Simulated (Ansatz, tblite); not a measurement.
Cost and result up the ladder for the cluster Ga2P3 (5 atoms). Total charge 0; doublet. Geometry: PBE-D4/def2-SVP.

```xyz
5

Ga   -1.313   -0.609    1.794
Ga    1.958    0.410   -1.146
P     0.229   -1.187   -0.157
P    -1.061    0.329   -1.067
P     0.188    1.058    0.575
```

Ansatz on 4 threads of Arm Neoverse N1 on a shared host; xTB runs through tblite on one thread. Times are rough, summed over both states, and most runs start from the orbitals of an earlier one. PBE0-D4/def2-TZVP serves as the yardstick here, not as an exact answer. Differences are given only for rows in sets of like size (and for xTB, whose basis is part of the method), since another set adds its own error. The other state is a quartet at its own geometry, which has other bonds, so the gap mixes isomer and spin.

The 6-31G sets use Cartesian d functions. The xTB rows come from tblite. B3LYP takes the VWN-RPA correlation. HSE06 is defined as in plane-wave codes, on full-range PBE exchange. Correlated methods freeze 33 core orbitals; core or outer-core shells of Ga are correlated, in sets that lack core-valence functions. The rows differ in basis, and correlated rows in double-zeta sets carry the largest basis error. In CCSD on the charge 0 doublet the largest single amplitude is 0.16, so its Hartree–Fock determinant may place the open shell otherwise than the density functionals do. The structure comes from a short search, and lower isomers may exist.

Correlated methods converge slowly with the basis, most of all in double-zeta sets (MP2 moves by 0.16 eV from def2-SVP to def2-TZVP here).

xTB has no spin-polarisation term.

```csv
level,functions,wall time,quartet − doublet (eV),difference from PBE0-D4/def2-TZVP (eV),remarks
GFN1-xTB,45,0.021 s,2.86,0.99,–
GFN2-xTB,45,0.023 s,2.83,0.96,–
HF/6-31G,97,5.8 s,1.30,–,spin-contaminated (⟨S²⟩ 0.86) (doublet)
B3LYP-D4/6-31G,97,9.3 s,1.79,–,–
PBE-D4/def2-TZVP,207,15 s,1.91,0.04,–
HSE06-D4/def2-TZVP,207,33 s,1.87,0.00,–
MP2/def2-TZVP,207,33 s,2.10,0.23,spin-contaminated (⟨S²⟩ 0.89) (doublet)
PBE0-D4/def2-TZVP,207,38 s,1.87,0.00,–
BHLYP-D4/def2-TZVP (with forces),207,40 s,1.74,-0.13,–
r2SCAN-D4/def2-TZVP,207,43 s,1.86,-0.01,–
CCSD(T)/def2-SVP,118,88 s,1.91,–,spin-contaminated (⟨S²⟩ 0.88) (doublet)
```
